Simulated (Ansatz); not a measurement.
## How methods differ on BCl3 (boron trichloride)

BCl3 has 4 atoms, charge 0, and is taken as a singlet. As SMILES, `ClB(Cl)Cl`. The shape is that of a PBE0-D4/def2-TZVP optimisation.

```xyz
4

Cl   -0.2579    0.5164    1.6383
B     0.0000    0.0000    0.0000
Cl    0.9420   -1.4231   -0.3240
Cl   -0.6841    0.9066   -1.3143
```

Each level gives the energy change with the B2–Cl4 bond stretched from 1.737 to 4.343 Å (eV). The values are calculated.

| level | kind | program | value (eV) | less FCI/STO-3G |
| --- | --- | --- | --- | --- |
| SVWN5/STO-3G (restricted) | LDA | Ansatz | 6.75 | +1.93 |
| BLYP/STO-3G (restricted) | GGA | Ansatz | 5.87 | +1.05 |
| revPBE/STO-3G (restricted) | GGA | Ansatz | 6.02 | +1.20 |
| r2SCAN/STO-3G (restricted) | meta-GGA | Ansatz | 6.53 | +1.71 |
| B3LYP/STO-3G (restricted) | global hybrid | Ansatz | 6.66 | +1.84 |
| PBE0/STO-3G (restricted) | global hybrid | Ansatz | 7.12 | +2.30 |
| wB97M-V/STO-3G (restricted) | range-separated hybrid | Ansatz | 7.96 | +3.14 |
| MP2/STO-3G (restricted) | perturbation theory | Ansatz | 5.90 | +1.08 |
| CCSDT/STO-3G (restricted) | coupled cluster or CI | Ansatz | 4.85 | +0.03 |
| FCI/STO-3G | exact in the basis | Ansatz | 4.82 | 0.00 |

FCI/STO-3G is exact within its basis and frozen core, so for wave-function methods in that basis the difference is their error; functionals converge differently with the basis, so for them it is only a difference. The first shape isn't each level's own minimum. The values span 4.82 to 7.96 eV. All rows use very small basis sets, so none should be taken for the real molecule's value.
